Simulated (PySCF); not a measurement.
hydrogen selenide cation (H2Se), SMILES [SeH2] (connectivity only; charge and spin as stated), charge +1, multiplicity 2. The structure is a stationary point at PBE-D3(BJ)/def2-TZVPD. The multiplicity is an assumed one; other spin states were not compared.

All values below come from PySCF with PBE-D3(BJ)/def2-TZVPD.

Harmonic wavenumbers (cm⁻¹): 1007, 2278, 2284. Rotational constants (GHz): 231.9, 219.7, 112.8; symmetry number 2.

**Question.** Work out the zero-point energy and the ideal-gas rigid-rotor harmonic-oscillator thermochemistry at 298.15 K and 1 atm.

**Answer.** ZPE = ½ Σ hcν = ½ × 5568 cm⁻¹ = 33.31 kJ/mol. H − E(el) = 43.32 kJ/mol. Entropy in J/(mol K): translation 163.55, rotation 55.69, vibration 0.38, spin 5.76, total 225.39. G − E(el) = -23.88 kJ/mol. Cp = 34.84 J/(mol K).
